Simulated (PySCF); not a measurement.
A side-by-side comparison of computed properties.

First species: SnH2MeF, CH₅FSn.
Geometry (PBE0-D3(BJ)/def2-SVP, Å), atoms numbered from 1 in this order:
```
atom  x, y, z in Å
Sn1    0.543   -0.735    0.326
H2     0.422   -1.062    2.004
H3     2.159   -0.777   -0.245
C4    -0.557    0.984   -0.305
H5    -0.127    1.891    0.143
H6    -1.605    0.887    0.012
H7    -0.515    1.067   -1.399
F8    -0.320   -2.255   -0.536
```

Second species: WO3 (singlet state).
SMILES: `[O]=[W](=[O])=[O]`

Levels: wB97X-D/def2-SVPD for dipole moment, HOMO energy, LUMO energy, HOMO–LUMO gap and static isotropic polarisability; TDDFT wB97X-D/def2-SVPD for lowest singlet excitation; TDA wB97X-D/def2-SVPD for lowest triplet excitation (Tamm–Dancoff). Geometries: PBE0-D3(BJ)/def2-SVP. All species are isolated and taken at one optimised geometry (atoms past krypton carry core potentials, spin–orbit coupling is left out); the electronic structure was computed with PySCF and density fitting.

(1) Which of the two has the higher HOMO energy, and by how much?

(2) Which has the higher dipole moment?

(3) Which of the two has the higher LUMO energy, and by how much?

(4) Which has the higher S1 energy?

(5) Which has the higher static isotropic polarisability?

(6) Which has the higher T1 energy?

(7) Which of the two has the higher HOMO–LUMO gap, and by how much?

Answers

(1) The first: -10.62 eV against -10.90 eV, a difference of 0.28 eV.

(2) The second: 6.00 D against 3.25 D, a difference of 2.75 D.

(3) The first: 1.24 eV against -3.06 eV, a difference of 4.30 eV.

(4) The first: 7.09 eV against 2.74 eV, a difference of 4.35 eV.

(5) The first: 52.3 au against 44.0 au, a difference of 8.3 au.

(6) The first: 6.79 eV against 2.63 eV, a difference of 4.16 eV.

(7) The first: 11.86 eV against 7.84 eV, a difference of 4.02 eV.

On the first: The polarisability is 7.75 Å³ as a volume (1 au = 0.148185 Å³). A dipole of 3.25 D is allowed in Cs, and pure rotational transitions are dipole-allowed. Atoms past krypton carry effective core potentials; spin–orbit coupling is left out.

On the second: 3 of the 10 computed singlets lie in the visible range (750 to 380 nm, 1.65 to 3.26 eV), with an oscillator strength of 0.018 in sum. A dipole of 6.00 D is allowed in C3v, and pure rotational transitions are dipole-allowed. Atoms past krypton carry effective core potentials; spin–orbit coupling is left out.
